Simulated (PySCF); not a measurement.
Species: bromine monofluoride, BrF.
InChI=1S/BrF/c1-2

All values: wB97X-D/def2-SVPD (PySCF, non-relativistic), on one gas-phase PBE0-D3(BJ)/def2-SVP geometry that isn't relaxed in the solvent. The solvent is an IEF-PCM continuum (cavity from Bondi-type radii × 1.2), and excitations are vertical TDDFT with non-equilibrium linear response and a frozen core. Only the electrostatic response of the medium enters. Spin–orbit coupling is left out although an atom past zinc is present.

Gas-phase singlets (H = HOMO, L = LUMO):

| state | E (eV) | λ (nm) | f | leading configuration |
| --- | --- | --- | --- | --- |
| S1 | 3.355 | 370 | 0.000 | H→L 89% |
| S2 | 3.355 | 370 | 0.000 | H-1→L 89% |
| S3 | 7.364 | 168 | 0.003 | H-3→L 56% |
| S4 | 7.365 | 168 | 0.003 | H-2→L 56% |
| S5 | 8.645 | 143 | 0.134 | H→L+1 86% |

**Question.** What are the lowest 5 singlets in cyclohexane (ε = 2.017)?

**Answer.** 
```
state  E (eV)  λ (nm)      f  leading configuration  change by rank (eV)
   S1   3.363     369  0.000              H-1→L 52%               +0.008
   S2   3.363     369  0.000                H→L 52%               +0.008
   S3   7.445     167  0.003              H-2→L 95%               +0.081
   S4   7.445     167  0.003              H-3→L 95%               +0.080
   S5   8.588     144  0.167            H-1→L+1 63%               -0.057
```

**Question.** How does the list change in acetonitrile (ε = 35.69)?

**Answer.** 
| state | E (eV) | λ (nm) | f | leading configuration | change by rank (eV) |
| --- | --- | --- | --- | --- | --- |
| S1 | 3.404 | 364 | 0.000 | H→L 54% | +0.049 |
| S2 | 3.404 | 364 | 0.000 | H-1→L 54% | +0.049 |
| S3 | 7.570 | 164 | 0.004 | H-3→L 58% | +0.206 |
| S4 | 7.570 | 164 | 0.004 | H-2→L 58% | +0.205 |
| S5 | 8.621 | 144 | 0.159 | H→L+1 78% | -0.024 |

**Question.** How do the frontier levels move from gas to acetonitrile?

**Answer.** 
```
orbital  gas (eV)  solvent (eV)  change (eV)
 LUMO+2      3.00          3.08        +0.08
 LUMO+1      2.41          2.56        +0.15
   LUMO     -1.86         -1.66        +0.20
   HOMO    -10.98        -10.85        +0.13
 HOMO-1    -10.98        -10.85        +0.13
 HOMO-2    -15.28        -15.29        -0.01
 HOMO-3    -15.28        -15.29        -0.01
```

The HOMO–LUMO gap goes from 9.12 to 9.19 eV.
